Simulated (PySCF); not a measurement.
Species: C6H10NOSi (charge +1).
SMILES with atom numbers: `[NH3+:1][c:2]1[cH:3][cH:4][c:5]([O:6][SiH3:7])[cH:8][cH:9]1` (hydrogens: H10, H11, H12 on N1; H13 on C3; H14 on C4; H15, H16, H17 on Si7; H18 on C8; H19 on C9)

Geometry (PBE0-D3(BJ)/def2-SVP, Å), atoms numbered from 1 in this order:
```xyz
19
C6H10NOSi angstrom
N     -3.1341   -0.5525   -0.5739
C     -1.7296   -0.1722   -0.3397
C     -0.7298   -1.1173   -0.5352
C      0.5900   -0.7629   -0.2864
C      0.9078    0.5329    0.1597
O      2.1447    0.9286    0.4139
Si     3.6345    0.1054    0.2835
C     -0.1271    1.4677    0.3477
C     -1.4443    1.1177    0.1008
H     -3.2283   -1.1806   -1.3830
H     -3.7156    0.2732   -0.7670
H     -3.5534   -1.0340    0.2356
H     -0.9586   -2.1292   -0.8813
H      1.3798   -1.5005   -0.4434
H      4.6419    1.1026    0.7063
H      3.8051   -0.3222   -1.1331
H      3.5890   -1.0827    1.1808
H      0.1338    2.4706    0.6884
H     -2.2362    1.8569    0.2524
```

Computed with PySCF at CAM-B3LYP/def2-SVPD, non-relativistic, on one gas-phase PBE0-D3(BJ)/def2-SVP geometry that isn't relaxed in the solvent. The solvent is an IEF-PCM continuum (Bondi radii, 1.10 Å for H, scaled by 1.2), and excitations are vertical TDDFT with non-equilibrium linear response and a frozen core. Only the electrostatic response of the medium enters.

Gas-phase singlets (H = HOMO, L = LUMO):

| state | E (eV) | λ (nm) | f | leading configurations |
| --- | --- | --- | --- | --- |
| S1 | 5.092 | 243 | 0.020 | H→L+1 72%, H-1→L+2 14% |
| S2 | 5.635 | 220 | 0.159 | H→L+2 60%, H→L 18% |
| S3 | 5.649 | 219 | 0.029 | H→L 78%, H→L+2 13% |
| S4 | 6.568 | 189 | 0.000 | H-1→L 98% |
| S5 | 6.719 | 185 | 0.324 | H-1→L+2 43%, H-1→L+1 32% |

Task: Give the list for chloroform (ε = 4.711), n² = 2.09.

Result: 
| state | E (eV) | λ (nm) | f | leading configurations | change by rank (eV) |
| --- | --- | --- | --- | --- | --- |
| S1 | 5.131 | 242 | 0.033 | H→L 78%, H-1→L+1 16% | +0.039 |
| S2 | 5.745 | 216 | 0.214 | H→L+1 80%, H-1→L 14% | +0.110 |
| S3 | 6.532 | 190 | 0.002 | H→L+2 85% | +0.883 |
| S4 | 6.698 | 185 | 0.704 | H-1→L 66%, H-1→L+1 13% | +0.130 |
| S5 | 6.716 | 185 | 0.005 | H→L+3 84%, H→L+2 8% | -0.003 |

Task: What are the lowest 5 singlets in water (ε = 78.36)?

Result: 
| state | E (eV) | λ (nm) | f | leading configurations | change by rank (eV) |
| --- | --- | --- | --- | --- | --- |
| S1 | 5.155 | 241 | 0.030 | H→L 78%, H-1→L+1 18% | +0.063 |
| S2 | 5.803 | 214 | 0.187 | H→L+1 79%, H-1→L 16% | +0.168 |
| S3 | 6.511 | 190 | 0.004 | H→L+2 90% | +0.862 |
| S4 | 6.760 | 183 | 0.741 | H-1→L 71%, H→L+1 15% | +0.192 |
| S5 | 6.817 | 182 | 0.549 | H-1→L+1 71%, H→L 15% | +0.098 |

Task: The ground-state energy changes by -2.848 eV from gas to water. By how much does the total energy of gas-phase S1 change?

Result: E(S1) = E(S0) + excitation energy, so it changes by -2.848 + 0.063 = -2.785 eV: it is lowered less than the ground state, which is what a blue shift means. This is the vertical state, with the slow part of the continuum still set for S0.

Task: How do the frontier levels move from gas to water?

Result: 
```tsv
orbital	gas (eV)	solvent (eV)	change (eV)	Löwdin shares, gas	Löwdin shares, solvent
LUMO+2	-3.40	1.02	+4.42	C9 18 %, C5 16 %, C2 16 %, C4 10 %	Si7 38 %, O6 13 %, H16 11 %, H17 11 %
LUMO+1	-3.59	0.49	+4.08	C3 21 %, C8 18 %, C4 15 %, C9 10 %	C5 19 %, C2 18 %, C9 14 %, C4 10 %
LUMO	-3.85	0.22	+4.07	N1 22 %, H12 19 %, H10 18 %, H11 17 %	C3 20 %, C8 19 %, C4 16 %, C9 15 %
HOMO	-11.86	-8.25	+3.61	O6 23 %, C2 16 %, C5 14 %, C8 13 %	O6 20 %, C2 19 %, C5 16 %, C8 12 %
HOMO-1	-12.91	-9.17	+3.74	C9 22 %, C3 20 %, C4 20 %, C8 17 %	C9 21 %, C4 21 %, C3 20 %, C8 19 %
HOMO-2	-13.71	-10.69	+3.02	O6 29 %, Si7 26 %, H15 17 %, H17 8 %	O6 34 %, Si7 17 %, H15 9 %, C5 8 %
HOMO-3	-14.03	-11.05	+2.98	Si7 34 %, H16 22 %, H17 21 %, O6 8 %	Si7 29 %, H16 19 %, H17 18 %, O6 14 %
```

The HOMO–LUMO gap goes from 8.01 to 8.47 eV. Rows go by rank; for HOMO-3, HOMO-2, LUMO, LUMO+1 and LUMO+2 the atom shares or the degeneracy differ between the runs, so the row needn't follow one orbital.
